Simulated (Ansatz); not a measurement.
```yaml
crystal:
  periodic: [false, false, false]
  atoms:
    - {symbol: C, position_ang: [-1.376636, 1.214166, 0.152272]}
    - {symbol: Ge, position_ang: [-0.281946, 0.060916, 1.284693]}
    - {symbol: Se, position_ang: [1.908994, -0.122500, 0.450894]}
    - {symbol: C, position_ang: [1.451584, -1.068935, -1.199424]}
    - {symbol: H, position_ang: [-1.443716, 0.802102, -0.855380]}
    - {symbol: H, position_ang: [-2.385003, 1.294407, 0.562844]}
    - {symbol: H, position_ang: [-0.931800, 2.207879, 0.097635]}
    - {symbol: H, position_ang: [-0.898929, -1.351848, 1.355928]}
    - {symbol: H, position_ang: [-0.136324, 0.642523, 2.701085]}
    - {symbol: H, position_ang: [2.393630, -1.292416, -1.697452]}
    - {symbol: H, position_ang: [0.934512, -1.999429, -0.971101]}
    - {symbol: Xx, position_ang: [0.842635, -0.441965, -1.847893]}
basis:
  gaussian: {orbitals: aug-cc-pVDZ}
hamiltonian: {xc: {name: RPBE}, dispersion: d4}
```

```sh
$ ansatz run in.yaml --threads 2 --pin off --events-out ev --progress --plain --max-ram 20480MiB --backend cpu
```

Shortened log:

```
Error: YAML parse error: error: line 15 column 16: `Xx` is not an element symbol (H … Og, case-exact)
13 |     - {symbol: H, position_ang: [2.393630, -1.292416, -1.697452]}
14 |     - {symbol: H, position_ang: [0.934512, -1.999429, -0.971101]}
15 |     - {symbol: Xx, position_ang: [0.842635, -0.441965, -1.847893]}
16 | basis:
17 |   gaussian: {orbitals: aug-cc-pVDZ}
```

**Question.** What is wrong with this run?

**Answer.** An element symbol is wrong. The input was rejected before any iteration.
